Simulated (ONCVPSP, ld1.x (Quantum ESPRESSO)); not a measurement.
Hardness and transferability of assorted potentials

Generated with ld1.x 7.5 (TM, RRKJ, ultrasoft, PAW), atompaw 4.2 or ONCVPSP 4.0.1. The cutoff is in Ry: for ld1.x and atompaw files where the sum of valence levels is converged to 10 mRy in a Bessel basis, for ONCV files where the hardest occupied wave has 1 mHa per electron of residual kinetic energy. The error is the largest all-electron minus pseudo excitation energy over each file’s own four to seven test configurations (ionisations up to +4, promotions, holes and added fractions of an electron), all of which were solved. The labels leave out finer settings (local radius, basis sizes, second energies), which also bear on the numbers. Spin-polarised tests are not counted. The rows are a selection from randomly drawn settings: files with unsolved tests, undetermined cutoffs or missed reference levels are left out.

A true bound ghost makes a file unfit for plane-wave use even where its test errors are small: the radial tests pick states by their node count and pass the ghost by.

```csv
element,potential,cutoff (Ry),largest error (meV),bound ghosts
B,"ultrasoft, PBEsol, non-relativistic, rc 1.40/4.55/3.70 (spd), local smoothed, core correction no, reference 2s2 2p1",10,+66,none
Cl,"ONCV, PBE, scalar-relativistic, rc 1.25/1.30/1.10 (spd), local smoothed, core correction yes, reference 3s2 3p4.5, qcut 5.1/6.8/7.7, projectors 1/2/2",46,+156,none
Ar,"ultrasoft, PBE, scalar-relativistic, rc 1.15/1.05/1.25 (spd), local smoothed, core correction yes, reference 3s2 3p4.5",35,+36,none
Ar,"TM, PBE, scalar-relativistic, rc 1.10/1.35 (sp), local smoothed, core correction no, reference 3s2 3p6",60,+269,none
Nb,"ONCV, PBE, non-relativistic, rc 2.75/2.20/1.95/2.60 (spdf), local smoothed, core correction yes, reference 4p6 4d4 5s0.5, qcut 2.2/7.7/4.6/4.2, projectors 2/2/1/3",51,-327,"s, d"
Mo,"RRKJ, PBE, scalar-relativistic, rc 2.95/4.10/1.80 (spd), local s, core correction yes, reference 4d5 5s0.75 5p0.25",35,-641,none
W,"ONCV, LDA (Perdew-Zunger), scalar-relativistic, rc 1.35/1.80/2.60 (spd), local smoothed, core correction no, reference 5s2 5p6 5d4 6s1 6p1, qcut 7/6.6/5.9, projectors 3/2/2",45,-4.1,none
Bi,"ultrasoft, PBE, scalar-relativistic, rc 1.95/2.10/1.50 (spd), local smoothed, core correction no, reference 5d10 6s2 6p3",55,+9.3,"s, p"
```

Problem. Fill in the row for Ga: ONCV, PBE, scalar-relativistic, rc 1.50/1.30 (sp), local smoothed, core correction yes, reference 4s1.5, qcut 3.6/5.9, projectors 2/2.

Solution. cutoff 23 Ry, largest error +235 meV, bound ghosts: p, s.

Problem. Fill in the row for Mn: RRKJ, LDA (PZ), scalar-relativistic, rc 1.05/1.35/0.95 (spd), local s, core correction yes, reference 3s2 3p6 3d5 4s0 4p0.

Solution. cutoff 180 Ry, largest error +653 meV, bound ghosts: none.
